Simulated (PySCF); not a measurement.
SMILES OB(O)[SiH2][SiH2][SiH3] (H9BO2Si3) at its GFN2-xTB optimised geometry (Å):

```
15

O      1.9456    -2.0669    -1.1915
B      1.3086    -2.1752     0.0000
O      1.9710    -2.2094     1.1815
Si    -0.6505    -2.1752     0.0000
Si    -1.5168    -0.0099     0.0000
Si    -0.3425     1.5082    -1.2959
H      2.9055    -2.0242    -1.1955
H      2.9310    -2.1688     1.1674
H     -1.2152    -2.8565    -1.1809
H     -1.2381    -2.9247     1.1255
H     -2.9310     0.0043    -0.4093
H     -1.5836     0.5304     1.3719
H      1.1075     1.3334    -1.1243
H     -0.5873     1.3625    -2.7332
H     -0.5824     2.9247    -1.0018
```

Calculation: PBE0/def2-TZVP (PySCF 2.14.0). Cells within 0.4 Å of a nucleus heavier than hydrogen are left out (blank, or x).

Map of the log10 of the electron density (e/bohr³), floored at −4 on the plane z = 0.0 Å:

```
|000000000000000000000000000|
|000000000000000000000000000|
|000000000011110000000000000|
|000000000123321100000000000|
|000000001234432100000000000|
|000000012344443210000000000|
|000000012345544321100000000|
|000000123445544332100000000|
|000001233455554443210000000|
|000122344556555443310000000|
|001234455666655443310000000|
|002345666776654443210000000|
|012456778x87654332210000000|
|013467779xx7654322110000000|
|012456778x87654333221000000|
|002345666777655444433210000|
|001234556777666555544321000|
|000123456677777766654431000|
|00001234568xx777xx765432000|
|00000134568xx778xx765432000|
|000001245678777777665431000|
|000001235666666666554321000|
|000000234555555444433210000|
|000000123444433333322100000|
|000000012233222211110000000|
|000000000111110000000000000|
|000000000000000000000000000|
```
Scale: ten equal steps from -4.00 (start of '0') to -0.080 (end of '9'), in the order '0123456789'; x runs from -5.00 to 5.00, y from -5.00 (bottom) to 5.00 (top).
